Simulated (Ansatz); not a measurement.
Ansatz (an electronic-structure program) input (B3LYP-D3(BJ)/def2-TZVP):

Ansatz 0.2 input:
```yaml
crystal:
  periodic: [false, false, false]
  atoms:
    - {symbol: Hf, position_ang: [0.01372023, -0.14374575, 0.23134662]}
    - {symbol: O, position_ang: [-0.01806512, -1.57970964, -0.81752610]}
    - {symbol: O, position_ang: [0.70701614, 1.44778047, -0.67047479]}
    - {symbol: O, position_ang: [-0.81243306, 1.42564092, -0.59411871]}
basis:
  gaussian:
    orbitals: def2-TZVP
hamiltonian:
  xc: b3lyp
  dispersion: d3bj
phonons: {temperatures: {t_min: 298.15, t_max: 298.15, t_step: 100}}
```

Output:

```
Functional definition: B3LYP
integrals: 0.05 GiB planned
826 factors; their error is unknown
mean field: 0.43 GiB planned
mean field evaluation 1: about -7432.2973 eV, gradient 9.7e1 eV
mean field evaluation 2: about -7122.5870 eV, gradient 3.2e2 eV
mean field evaluation 4: about -7449.5318 eV, gradient 1.4e1 eV
mean field evaluation 8: about -7449.9607 eV, gradient 2.5e-1 eV
mean field evaluation 16: about -7449.9770 eV, gradient 4.1e-4 eV
mean field -7449.97695206 eV, -273.7816032124 hartree, gradient 3.7e-5 eV, S^2 0.000000; 0 other end points of the search recorded, 0 dependent functions left out
the calculation of the forces begins
reference -7449.97716790 eV, -273.7816111443 hartree; 18, 18 occupied and 115, 115 virtual orbitals, 826 factors
these checks for a lower state are left out or cut short: stability, starts, cluster_reference, orbital_swaps, neighbouring_geometries, increment
integrals: 0.05 GiB planned
826 factors; their error is unknown
mean field: 0.44 GiB planned
mean field -7449.97684251 eV, -273.7815991865 hartree, gradient 1.1e-6 eV, S^2 0.000000; 0 other end points of the search recorded, 0 dependent functions left out
the calculation of the forces begins
reference -7449.97705829 eV, -273.7816071162 hartree; 18, 18 occupied and 115, 115 virtual orbitals, 826 factors
these checks for a lower state are left out or cut short: stability, starts, cluster_reference, orbital_swaps, neighbouring_geometries, increment
integrals: 0.05 GiB planned
826 factors; their error is unknown
mean field: 0.43 GiB planned
mean field evaluation 32: about -7449.9768 eV, gradient 3.6e-3 eV
mean field -7449.97684882 eV, -273.7815994183 hartree, gradient 1.1e-6 eV, S^2 0.000000; 0 other end points of the search recorded, 0 dependent functions left out
the calculation of the forces begins
reference -7449.97706471 eV, -273.7816073524 hartree; 18, 18 occupied and 115, 115 virtual orbitals, 826 factors
these checks for a lower state are left out or cut short: stability, starts, cluster_reference, orbital_swaps, neighbouring_geometries, increment
integrals: 0.05 GiB planned
826 factors; their error is unknown
mean field: 0.43 GiB planned
mean field -7449.97685142 eV, -273.7815995139 hartree, gradient 1.8e-6 eV, S^2 0.000000; 0 other end points of the search recorded, 0 dependent functions left out
the calculation of the forces begins
reference -7449.97706730 eV, -273.7816074475 hartree; 18, 18 occupied and 115, 115 virtual orbitals, 826 factors
these checks for a lower state are left out or cut short: stability, starts, cluster_reference, orbital_swaps, neighbouring_geometries, increment
integrals: 0.05 GiB planned
826 factors; their error is unknown
mean field: 0.43 GiB planned
mean field -7449.97686028 eV, -273.7815998397 hartree, gradient 1.6e-6 eV, S^2 0.000000; 0 other end points of the search recorded, 0 dependent functions left out
the calculation of the forces begins
reference -7449.97707607 eV, -273.7816077698 hartree; 18, 18 occupied and 115, 115 virtual orbitals, 826 factors
these checks for a lower state are left out or cut short: stability, starts, cluster_reference, orbital_swaps, neighbouring_geometries, increment
integrals: 0.05 GiB planned
826 factors; their error is unknown
mean field: 0.43 GiB planned
mean field -7449.97689709 eV, -273.7816011925 hartree, gradient 1.1e-6 eV, S^2 0.000000; 0 other end points of the search recorded, 0 dependent functions left out
the calculation of the forces begins
reference -7449.97711298 eV, -273.7816091263 hartree; 18, 18 occupied and 115, 115 virtual orbitals, 826 factors
these checks for a lower state are left out or cut short: stability, starts, cluster_reference, orbital_swaps, neighbouring_geometries, increment
integrals: 0.05 GiB planned
826 factors; their error is unknown
mean field: 0.43 GiB planned
mean field evaluation 64: about -7449.9769 eV, gradient 1.1e-6 eV
mean field -7449.97690136 eV, -273.7816013492 hartree, gradient 1.1e-6 eV, S^2 0.000000; 0 other end points of the search recorded, 0 dependent functions left out
the calculation of the forces begins
reference -7449.97711714 eV, -273.7816092792 hartree; 18, 18 occupied and 115, 115 virtual orbitals, 826 factors
these checks for a lower state are left out or cut short: stability, starts, cluster_reference, orbital_swaps, neighbouring_geometries, increment
integrals: 0.05 GiB planned
826 factors; their error is unknown
mean field: 0.43 GiB planned
mean field -7449.97693026 eV, -273.7816024115 hartree, gradient 1.7e-6 eV, S^2 0.000000; 0 other end points of the search recorded, 0 dependent functions left out
the calculation of the forces begins
reference -7449.97714608 eV, -273.7816103424 hartree; 18, 18 occupied and 115, 115 virtual orbitals, 826 factors
these checks for a lower state are left out or cut short: stability, starts, cluster_reference, orbital_swaps, neighbouring_geometries, increment
integrals: 0.05 GiB planned
826 factors; their error is unknown
mean field: 0.44 GiB planned
mean field -7449.97688520 eV, -273.7816007554 hartree, gradient 1.7e-6 eV, S^2 0.000000; 0 other end points of the search recorded, 0 dependent functions left out
the calculation of the forces begins
reference -7449.97710106 eV, -273.7816086882 hartree; 18, 18 occupied and 115, 115 virtual orbitals, 826 factors
these checks for a lower state are left out or cut short: stability, starts, cluster_reference, orbital_swaps, neighbouring_geometries, increment
integrals: 0.05 GiB planned
826 factors; their error is unknown
mean field: 0.43 GiB planned
mean field -7449.97687506 eV, -273.7816003827 hartree, gradient 1.7e-6 eV, S^2 0.000000; 0 other end points of the search recorded, 0 dependent functions left out
the calculation of the forces begins
reference -7449.97709093 eV, -273.7816083159 hartree; 18, 18 occupied and 115, 115 virtual orbitals, 826 factors
these checks for a lower state are left out or cut short: stability, starts, cluster_reference, orbital_swaps, neighbouring_geometries, increment
integrals: 0.05 GiB planned
826 factors; their error is unknown
mean field: 0.43 GiB planned
mean field -7449.97690761 eV, -273.7816015789 hartree, gradient 1.8e-6 eV, S^2 0.000000; 0 other end points of the search recorded, 0 dependent functions left out
the calculation of the forces begins
reference -7449.97712341 eV, -273.7816095094 hartree; 18, 18 occupied and 115, 115 virtual orbitals, 826 factors
these checks for a lower state are left out or cut short: stability, starts, cluster_reference, orbital_swaps, neighbouring_geometries, increment
integrals: 0.05 GiB planned
826 factors; their error is unknown
mean field: 0.43 GiB planned
mean field evaluation 96: about -7449.9769 eV, gradient 2.4e-1 eV
mean field -7449.97692020 eV, -273.7816020415 hartree, gradient 1.2e-6 eV, S^2 0.000000; 0 other end points of the search recorded, 0 dependent functions left out
the calculation of the forces begins
reference -7449.97713605 eV, -273.7816099740 hartree; 18, 18 occupied and 115, 115 virtual orbitals, 826 factors
these checks for a lower state are left out or cut short: stability, starts, cluster_reference, orbital_swaps, neighbouring_geometries, increment
integrals: 0.05 GiB planned
826 factors; their error is unknown
mean field: 0.44 GiB planned
mean field -7449.97689503 eV, -273.7816011165 hartree, gradient 1.8e-6 eV, S^2 0.000000; 0 other end points of the search recorded, 0 dependent functions left out
the calculation of the forces begins
reference -7449.97711085 eV, -273.7816090478 hartree; 18, 18 occupied and 115, 115 virtual orbitals, 826 factors
these checks for a lower state are left out or cut short: stability, starts, cluster_reference, orbital_swaps, neighbouring_geometries, increment
integrals: 0.05 GiB planned
826 factors; their error is unknown
mean field: 0.43 GiB planned
mean field -7449.97693578 eV, -273.7816026143 hartree, gradient 1.5e-6 eV, S^2 0.000000; 0 other end points of the search recorded, 0 dependent functions left out
the calculation of the forces begins
reference -7449.97715162 eV, -273.7816105462 hartree; 18, 18 occupied and 115, 115 virtual orbitals, 826 factors
these checks for a lower state are left out or cut short: stability, starts, cluster_reference, orbital_swaps, neighbouring_geometries, increment
integrals: 0.05 GiB planned
826 factors; their error is unknown
mean field: 0.43 GiB planned
mean field -7449.97692881 eV, -273.7816023580 hartree, gradient 1.5e-6 eV, S^2 0.000000; 0 other end points of the search recorded, 0 dependent functions left out
the calculation of the forces begins
reference -7449.97714464 eV, -273.7816102898 hartree; 18, 18 occupied and 115, 115 virtual orbitals, 826 factors
Total energy: -7450.09029986 eV, -273.7857686672 hartree
Atom 0 at     0.013720    -0.143746     0.231347 Å, force    -0.000021     0.000458    -0.000289 eV/Å
Atom 1 at    -0.018065    -1.579710    -0.817526 Å, force     0.000011    -0.000831    -0.000031 eV/Å
Atom 2 at     0.707016     1.447780    -0.670475 Å, force    -0.000072     0.000185     0.000164 eV/Å
Atom 3 at    -0.812433     1.425641    -0.594119 Å, force     0.000083     0.000187     0.000156 eV/Å
Dipole moment:     0.084307    -0.243378     1.607095 e Å
Vibrations: 186.53 215.77 571.42 616.10 825.87 897.15 cm⁻¹, zero-point energy 0.205369 eV
```
